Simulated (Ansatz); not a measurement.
Geometry optimisation, Ansatz, RKS PBE0/6-31G*.

Input:

```yaml
crystal:
  periodic: [false, false, false]
  atoms:
    - { symbol: Si, position_ang: [0.055345, 0.704083, 0.290687] }
    - { symbol: Cl, position_ang: [2.588878, 0.431194, -2.012852] }
    - { symbol: "N", position_ang: [-0.46122, 1.569509, -0.967191] }
    - { symbol: H, position_ang: [1.556301, 1.242151, -2.051428] }
    - { symbol: H, position_ang: [1.220712, 1.289591, 1.000653] }
    - { symbol: Si, position_ang: [-0.787819, -1.306681, 1.174631] }
    - { symbol: H, position_ang: [-1.261413, 1.260746, -1.508771] }
    - { symbol: H, position_ang: [0.162701, -1.850324, 2.183319] }
    - { symbol: H, position_ang: [-2.105182, -1.054163, 1.821815] }
    - { symbol: H, position_ang: [-0.968403, -2.286105, 0.069036] }
basis:
  gaussian: { orbitals: "6-31G*" }
hamiltonian:
  xc: pbe0
relax:
  f_tol: 0.03
  max_steps: 50
```

Command:

```bash
$ ansatz run input.yaml --threads 2 --pin off --max-ram 3072MiB --backend cpu --events-out ev --progress --plain --runs-dir out
```

**Question.** Where does it end, and by what steps?

**Answer.** The forces met the threshold. After 25 steps the energy has fallen by 0.354 eV; Cl2 moved furthest, 2.15 Å.

| step | energy less start (eV) | largest force component (eV/Å) | accepted |
| --- | --- | --- | --- |
| 0 | 0.0000 | 0.310 | yes |
| 1 | -0.0242 | 0.867 | yes |
| 2 | -0.0962 | 0.261 | yes |
| 3 | -0.1400 | 0.203 | yes |
| 4 | -0.1815 | 0.148 | yes |
| 5 | -0.2152 | 0.361 | yes |
| 6 | -0.2268 | 1.120 | yes |
| 7 | -0.2684 | 0.577 | yes |
| 8 | -0.2658 | 1.118 | no |
| 9 | -0.2866 | 0.183 | yes |
| 10 | -0.2986 | 0.142 | yes |
| 11 | -0.3115 | 0.108 | yes |
| 12 | -0.3204 | 0.344 | yes |
| 13 | -0.3308 | 0.357 | yes |
| 14 | -0.3452 | 0.040 | yes |
| 15 | -0.3485 | 0.045 | yes |
| 16 | -0.3498 | 0.138 | yes |
| 17 | -0.3514 | 0.039 | yes |
| 18 | -0.3519 | 0.033 | yes |
| 19 | -0.3523 | 0.033 | yes |
| 20 | -0.3527 | 0.037 | yes |
| 21 | -0.3531 | 0.042 | yes |
| 22 | -0.3535 | 0.035 | yes |
| 23 | -0.3539 | 0.038 | yes |
| 24 | -0.3540 | 0.034 | yes |
| 25 | -0.3541 | 0.025 | yes |

```xyz
10
Properties=species:S:1:pos:R:3
Si 0.299 0.255 0.273
Cl 2.195 2.489 -2.500
N 0.366 0.511 -1.326
H 1.324 1.548 -1.969
H 1.235 1.087 1.069
Si -1.087 -1.245 1.425
H -0.230 -0.001 -1.971
H -0.236 -2.158 2.238
H -1.984 -0.468 2.323
H -1.883 -2.017 0.436
```

Whether the end is a true minimum wasn't checked by a vibrational analysis.

The run took 63 s on 2 threads of Arm Neoverse V1, on a shared host, peak memory 0.18 GiB.
